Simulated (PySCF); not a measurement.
In(Cl)(Me)(vinyl) (C3H6ClIn), SMILES [In]([CH]=C)([CH3])[Cl]. Heavy atoms are numbered as in [In:1]([Cl:2])([CH3:3])[CH:7]=[CH2:8]. Hydrogens are named by the atom that carries them.

Geometry: B3LYP-D3(BJ)/def2-SVP. The structure was generated by enumeration; whether it is a known compound was not checked. The def2 effective core potentials stand for the cores of In; spin–orbit coupling is left out. The values are those of a single conformer.

The numbers are results of PBE/def2-TZVP run with PySCF, not measurements.

ESP charges are fitted to the potential on shells at 1.4 to 2.0 van der Waals radii. Atomic charges (e), one atom of each kind:

```csv
atom,Löwdin,ESP fit,Mulliken
In1,0.26,0.78,0.75
Cl2,0.01,-0.40,-0.41
C3 (CH3),-0.52,-0.68,-0.61
H on C3,0.13,0.17,0.14
C7 (CH),-0.34,-0.39,-0.32
C8 (CH2),-0.21,-0.26,-0.23
H on C7,0.15,0.17,0.14
H on C8,0.12,0.16,0.12
```
